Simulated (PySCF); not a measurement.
## PtS3, triplet: computed properties

Level of theory: PySCF, UPBE, basis Pt def2-SVP with ECP60, S def2-SVP (scalar-relativistic core potentials, no spin–orbit coupling, density fitting).

The structure is a minimum.

| Item | Value |
| --- | --- |
| Point group | D3h |
| Bond lengths | Pt–S 2.146 Å (×3) |
| Bond angles | S–Pt–S 120.0° (×3) |
| Rotational constants | 0.07634, 0.07634, 0.03817 cm⁻¹ |
| Zero-point energy | 10.6 kJ/mol |
| Rotational symmetry number | 6 |
| Entropy at 298.15 K and 1 bar (electronic part: spin only) | 338.9 J/(mol K) |
| Highest occupied level (α) | -6.35 eV |
| Enthalpy at 298.15 K above 0 K | 17.25 kJ/mol |
| Dipole moment | 0.00 D |
| Principal polarisabilities | 46.1, 115.9, 115.9 bohr³ |
| Spin squared ⟨S²⟩ | 2.004 |
| Atomisation energy without zero-point energy | 1100 kJ/mol |
| Heat capacity Cp at 298.15 K | 74.1 J/(mol K) |
| Lowest empty level (β) | -5.39 eV |
| Principal quadrupole moments (Buckingham, traceless) about the centre of mass | -2.25, 1.12, 1.12 D Å |

Harmonic modes (masses in u: Pt 194.965, S 31.972):
| symmetry | ω (cm⁻¹) | IR (km/mol, summed over degenerate members) | μ (u) |
| --- | --- | --- | --- |
| a2'' | 116 | 0.2 | 44.14 |
| e' | 139 | 4.5 | 35.63 |
| a1' | 458 | 0.0 | 31.97 |
| e' | 464 | 19.4 | 38.66 |

In D3h the vibrations span a2'' + 2e' + a1'. The a1' mode carries no infrared intensity, as symmetry demands.

Charges (e):
| atom | Mulliken | Löwdin | polar tensor | spin (Mulliken) | Mayer order to Pt1 |
| --- | --- | --- | --- | --- | --- |
| Pt1 | 0.18 | -0.78 | 0.23 | 0.32 | – |
| S2,3,4 | -0.06 | 0.26 | -0.08 | 0.56 | 1.38 |
Other Mayer orders above 0.3: S–S 0.50 (×3).

Mulliken populations on Pt1 (electrons outside its core potential): s 2.87, p 6.41, d 8.51, f 0.03.

Formally Pt is in oxidation state +6, d4, with 2 unpaired electrons (the high-spin count would be 4). The Mulliken spin on Pt is 0.32, so most of the spin sits on the ligands and the formal count fails. The polar-tensor charge on Pt, 0.23, is far below the formal one.

Other isomers or separated fragments may lie lower. Open d and f shells are described by one determinant, and the ground state may have another occupation or spin. With an element this heavy the missing spin–orbit coupling can shift these numbers.

The final relaxation and frequency run took 74 s on 4 threads of a shared Intel Xeon @ 2.50GHz (Skylake/Cascade Lake) host, with 86 basis functions and 8 gradients; the process peaked at 0.94 GiB. Launch command: `OMP_NUM_THREADS=4 python axn.py task.json out`.
